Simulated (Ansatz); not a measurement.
Cost and result up the ladder for Sn5S5 (10 atoms). The state is a singlet with charge 0. Geometry: PBE0-D4/def2-SVP.

```xyz
10

Sn   -0.314    2.233   -1.204
Sn    0.756   -0.848   -2.625
Sn    2.071   -1.028    0.840
Sn   -1.521   -1.930    0.099
Sn   -0.972    1.412    3.013
S     1.893    0.828   -0.944
S     0.835   -2.687   -0.774
S    -0.970    2.900    1.146
S    -0.223   -0.840    2.106
S    -1.555   -0.040   -1.658
```

Ansatz on 4 threads of Arm Neoverse V2 on a shared host. Times are rough, and most runs start from the orbitals of an earlier one. PBE0-D4/def2-TZVP serves as the yardstick here, not as an exact answer. Differences are given only for rows in sets of like size (and for xTB, whose basis is part of the method), since another set adds its own error. Binding counts from free atoms at the same level (Sn triplet, S triplet; other spins of the atoms weren't run), without zero-point energy or a counterpoise term.

In the def2 sets Sn takes a core potential, while STO-3G treats all electrons; there is no spin–orbit coupling. Correlated methods freeze 45 core orbitals; core or outer-core shells of Sn are correlated, in sets that lack core-valence functions. The rows differ in basis, and correlated rows in double-zeta sets carry the largest basis error. The structure comes from a short search, and lower isomers may exist.

Correlated methods converge slowly with the basis, most of all in double-zeta sets.

| level | functions | wall time |
| --- | --- | --- |
| PBE-D4/def2-SVP | 220 | 4.6 s |
| PBE0-D4/def2-SVP | 220 | 11 s |
| HF/STO-3G | 180 | 11 s |
| MP2/def2-SVP | 220 | 12 s |
| PBE-D4/def2-TZVP | 435 | 12 s |
| BLYP-D4/def2-TZVP (with forces) | 435 | 16 s |
| r2SCAN-D4/def2-TZVP | 435 | 30 s |
| BHLYP-D4/def2-TZVP | 435 | 38 s |
| PBE0-D4/def2-TZVP | 435 | 41 s |

Q: Estimate what each level gives for the binding energy per atom (eV).

A: 
| level | binding energy per atom (eV) | difference from PBE0-D4/def2-TZVP (eV) |
| --- | --- | --- |
| PBE-D4/def2-SVP | 3.50 | – |
| PBE0-D4/def2-SVP | 3.33 | – |
| HF/STO-3G | 2.87 | – |
| MP2/def2-SVP | 2.94 | – |
| PBE-D4/def2-TZVP | 3.51 | 0.15 |
| BLYP-D4/def2-TZVP (with forces) | 3.38 | 0.03 |
| r2SCAN-D4/def2-TZVP | 3.36 | 0.01 |
| BHLYP-D4/def2-TZVP | 3.16 | -0.20 |
| PBE0-D4/def2-TZVP | 3.36 | 0.00 |
